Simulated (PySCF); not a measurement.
Input file for PySCF: R-HF/STO-3G on CH6Ge (SMILES [CH3][GeH3]), a point of a torsion scan.

```python
from pyscf import gto, scf, dft, mp
from pyscf.data.elements import chemcore

mol = gto.M(
    atom='''
    C    -1.04188753   -0.08023460    0.01898029
    Ge    0.91767917    0.07106417   -0.01793778
    H    -1.46413830    0.53178312    0.81161822
    H    -1.35215485   -1.10908695    0.17836473
    H    -1.46875860    0.25813554   -0.92185400
    H     1.57892302   -1.14509232    0.54466143
    H     1.40203004    1.24977916    0.76133767
    H     1.42746224    0.22742980   -1.41431021
    ''',
    basis='sto-3g',
    charge=0, spin=0, verbose=3, max_memory=1800)
mf = scf.RHF(mol)
mf.conv_tol = 1e-8
mf.max_cycle = 100
mf.kernel()
if not mf.converged:
    mf = mf.newton().run(mf.mo_coeff, mf.mo_occ)
```

Problem. What total energy does the run end on?

Solution. -2092.6716 hartree.
